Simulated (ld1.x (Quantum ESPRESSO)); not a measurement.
u(r) = r·R(r): atom against pseudo-atom (Ag)

Columns: radius, all-electron u(r) and pseudo u(r) of the 4d shell (level -28.89 eV) of silver in the configuration [Kr] 4d9 5s0 5p0; PBEsol, scalar-relativistic, TM scheme, ld1.x (Quantum ESPRESSO) 7.5.

```csv
r (bohr),all-electron,pseudo
0.115,0.2801,-0.0078
0.230,0.4714,-0.0579
0.345,0.2649,-0.1735
0.460,-0.0955,-0.3474
0.575,-0.4335,-0.5459
0.690,-0.6841,-0.7261
0.805,-0.8394,-0.8556
0.920,-0.9156,-0.9240
1.035,-0.9343,-0.9390
1.150,-0.9148,-0.9168
1.265,-0.8720,-0.8724
1.380,-0.8160,-0.8161
1.495,-0.7538,-0.7538
1.610,-0.6896,-0.6896
1.725,-0.6263,-0.6263
1.840,-0.5656,-0.5656
1.955,-0.5083,-0.5083
2.070,-0.4551,-0.4551
2.185,-0.4062,-0.4062
2.300,-0.3615,-0.3615
2.415,-0.3210,-0.3210
2.530,-0.2844,-0.2844
2.645,-0.2515,-0.2515
2.760,-0.2221,-0.2221
2.875,-0.1959,-0.1959
2.990,-0.1726,-0.1726
```

**Question.** How many radial nodes do the two functions have?

**Answer.** The all-electron 4d function has n − l − 1 = 1; the pseudo-wave has 0, since the states of the same l below it are removed with the core.

**Question.** At about which radius was the pseudo-wave matched?

**Answer.** 1.50 bohr. The columns agree to 0.0005 from 1.26 bohr on; several derivatives are matched, so the curves merge somewhat inside the radius.

**Question.** Is the pseudo-wave norm-conserving?

**Answer.** Yes: the TM scheme keeps the norm inside the radius equal to the all-electron one, which fixes the energy derivative of the logarithmic derivative at the level.
